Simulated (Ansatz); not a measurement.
C2H8O4Si, SMILES `CCO[Si](O)(O)O`, relaxed with RKS PBE0-D4/def2-TZVP in Ansatz 0.2.0 from a GFN2-xTB geometry. The force threshold is 0.005 eV/Å; the program also tests the step.

Total charge 0; spin multiplicity 1.

Start:

```xyz
15

C    -1.548    0.631   -1.272
C    -0.193    1.203   -0.885
O     0.191    0.814    0.410
Si    0.750   -0.625    0.900
O    -0.302   -1.791    0.476
O     2.182   -1.074    0.270
O     0.967   -0.465    2.504
H    -1.507   -0.453   -1.225
H    -2.310    0.979   -0.580
H    -1.809    0.943   -2.280
H     0.567    0.881   -1.606
H    -0.227    2.298   -0.874
H    -0.035   -2.700    0.580
H     2.971   -0.635    0.574
H     0.302   -0.004    3.007
```

Q: How much energy does the relaxation release, and in how many steps? (Estimate.)

A: Ansatz gave: 1.05 kcal/mol, in 14 steps.

Q: Which bonds change most? (An estimate is asked.)

A: The calculation gave: C2–O3 from 1.406 to 1.420 Å; C1–C2 from 1.521 to 1.510 Å; C1–H10 from 1.087 to 1.093 Å; C1–H8 from 1.086 to 1.091 Å.

Q: Give the relaxed structure. (Best estimate.)

A: Computed: 
```xyz
15

C    -1.692    0.803   -1.175
C    -0.206    0.986   -0.981
O     0.162    0.750    0.370
Si    0.827   -0.628    0.913
O    -0.044   -1.857    0.285
O     2.370   -0.895    0.451
O     0.831   -0.532    2.541
H    -1.981   -0.227   -0.959
H    -2.249    1.468   -0.512
H    -1.971    1.032   -2.207
H     0.350    0.321   -1.652
H     0.090    2.012   -1.218
H     0.383   -2.715    0.263
H     3.049   -0.426    0.937
H     0.081   -0.093    2.945
```
